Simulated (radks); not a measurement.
Valence configurations of V+ (all share [Ar]). All-electron calculation, scalar-relativistic Kohn-Sham, PBE, spin-polarised, spherical densities, point nucleus; open shells are filled with parallel spins first. Program: a radial shooting solver on a logarithmic mesh with Libxc functionals. Energies are relative to 3d4; eigenvalues in eV for spin up.

valence,E (eV),moment (Bohr magnetons),e(3d),e(4p),e(4s)
3d4,0.000,4,-9.862,-,-
3d2 4s2,5.851,2,-18.210,-,-12.734
3d2 4p2,13.941,4,-20.446,-9.689,-
3d2.5 4s1.5,3.151,3,-15.813,-,-12.162
3d2.5 4s1 4p0.5,4.551,4,-16.415,-8.240,-12.756
3d3 4p1,5.209,4,-14.747,-7.911,-
3d1.5 4s0.5 4p2,17.334,4,-23.013,-10.294,-15.363
3d2 4s1 4p1,9.143,4,-19.380,-9.159,-13.943
3d3.5 4p0.5,2.212,4,-12.181,-7.004,-
3d1 4s1 4p2,21.617,4,-25.730,-10.899,-16.226

NIST lists [Ar] 3d4 as the ground configuration; this level of theory agrees among the configurations tried. The energies are those of spherical high-spin densities, not of single terms.
